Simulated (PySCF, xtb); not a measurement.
C2H6Se. Atoms are numbered in the order given.

```xyz
9

C      1.4637     0.0000     0.8255
Se     0.0000     0.0000    -0.4777
C     -1.4637     0.0000     0.8255
H      1.4253    -0.9075     1.4588
H      2.4092     0.0000     0.2506
H      1.4253     0.9075     1.4588
H     -1.4253    -0.9075     1.4588
H     -2.4092     0.0000     0.2506
H     -1.4253     0.9075     1.4588
```
Charge 0, spin multiplicity 1.

Geometry optimised at PBE-D3(BJ)/def2-SVP.

Computed with C-PCM-PBE0/def2-SVP in PySCF.

The values are the electrostatic part of the solvation free energy, E(continuum) − E(gas) at the gas-phase geometry, in a cavity of scaled van der Waals radii (PySCF's table); cavitation and dispersion terms are not included. In vacuum the orbital gap is 6.64 eV. The dipole moment in vacuum is 1.44 D.

```
solvent                ε  ΔG(elec) (kcal/mol)  dipole (D)  gap (eV)
-----------------  -----  -------------------  ----------  --------
water              78.36                 -2.8        1.96      6.81
dichloromethane     8.93                 -2.5        1.89      6.79
dimethylsulfoxide  46.83                 -2.8        1.96      6.81
```

For comparison, GFN2-xTB/ALPB(water) (xtb, at the GFN2-xTB geometry, all terms of that model) gives -1.6 kcal/mol.
